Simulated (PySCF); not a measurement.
Correlation energy of Pd²⁺ (palladium, charge +2)

Starting occupation: [Kr] 4d8, 4d3/2 with m_j = -1/2, +1/2, +3/2, 4d5/2 with m_j = -3/2, -1/2, +1/2, +3/2, +5/2. Calculation: PySCF 2.14, in x2c-SVPall-2c with one added diffuse shell each of s, p, d type (7s9p7d1f, 76 functions); X2C-1e with screened-nucleus spin-orbit coupling, Gaussian nucleus. Frozen: [Ar] 3d10; 16 electrons correlated; the 6 highest virtual spinors left out.

MP2 pair energies summed by pair of shells (mhartree):

| pair | energy | share (%) |
| --- | --- | --- |
| 4d-4d | -162.70 | 45.6 |
| 4d-4p | -126.01 | 35.3 |
| 4p-4p | -40.68 | 11.4 |
| 4p-4s | -12.70 | 3.6 |
| 4d-4s | -11.88 | 3.3 |
| 4s-4s | -2.53 | 0.7 |

Total MP2 correlation energy: -356.49 mhartree.

The GHF reference relaxed away from the jj start to a determinant that is no pure jj level (⟨S²⟩ = 2.00, ⟨J²⟩ = 20.01); the energies belong to that determinant.

This basis was not built for core-valence correlation, so the inner-shell part is incomplete.
